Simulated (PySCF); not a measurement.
C₂H₆F₂Si, SMILES C[C@@H](F)[SiH2]F.

Geometry optimised at PBE0-D3(BJ)/def2-SVP. The structure was generated by enumeration; whether it is a known compound was not checked. The values are those of a single conformer.

Computed with CAM-B3LYP/def2-TZVP (PySCF).

Gas-phase values at a fixed geometry.

```
Item                                                                                                           Result
---------------------------------------------------------------------------------------------  ----------------------
total energy                                                                                       -569.10318 hartree
highest occupied level                                                                                       -9.90 eV
lowest empty level                                                                                            0.98 eV
orbital gap                                                                                                  10.89 eV
dipole moment                                                                                                  2.69 D
quadrupole, principal values (traceless, Buckingham form, about the centre of nuclear charge)  -3.46, -1.02, 4.47 D·Å
mean static polarisability                                                                       49.3 bohr³ (7.31 Å³)
polarisability, principal values                                                               46.3, 47.7, 53.9 bohr³
```
